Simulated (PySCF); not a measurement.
Structure with atom numbers: `[CH2:1]=[CH:2][CH2:3][SiH2:4][NH2:5]`. Each H is labelled by its parent atom. Ha(C1) is cis to C3; Hb(C1) is trans to C3.

Geometry: PBE0-D3(BJ)/def2-SVP; GIAO absolute shieldings from PySCF, gas phase, non-relativistic, averaged over equivalent atoms.

At PBE0/pcSseg-1 (137 basis functions, 19 s wall time on 1 thread of an Arm Neoverse N1, shared host):
```
 atoms  σ (ppm)
    C2     41.5
    C1     63.1
    C3    159.8
   Si4    379.3
    N5    260.5
 H(C2)    25.12
Ha(C1)    25.96
Hb(C1)    26.02
H(Si4)    26.56
 H(C3)    29.58
 H(N5)    31.23
```

Question: Estimate the result of repeating the calculation with PBE/pcSseg-1.

Answer: 
```json
{"atoms": "C2", "σ at PBE/pcSseg-1": "38.8", "change": "-2.7"}
{"atoms": "C1", "σ at PBE/pcSseg-1": "61.1", "change": "-2.0"}
{"atoms": "C3", "σ at PBE/pcSseg-1": "153.0", "change": "-6.8"}
{"atoms": "Si4", "σ at PBE/pcSseg-1": "363.7", "change": "-15.6"}
{"atoms": "N5", "σ at PBE/pcSseg-1": "256.0", "change": "-4.5"}
{"atoms": "H(C2)", "σ at PBE/pcSseg-1": "25.05", "change": "-0.07"}
{"atoms": "Ha(C1)", "σ at PBE/pcSseg-1": "25.94", "change": "-0.02"}
{"atoms": "Hb(C1)", "σ at PBE/pcSseg-1": "26.01", "change": "-0.01"}
{"atoms": "H(Si4)", "σ at PBE/pcSseg-1": "26.27", "change": "-0.29"}
{"atoms": "H(C3)", "σ at PBE/pcSseg-1": "29.41", "change": "-0.17"}
{"atoms": "H(N5)", "σ at PBE/pcSseg-1": "31.23", "change": "+0.00"}
```

The largest change is at Si4 (silicon bonded to C, N, 2 H). Cost: 137 basis functions, 14 s wall time on 1 thread of an Arm Neoverse V2, shared host. The order of the carbon signals is the same at both levels.
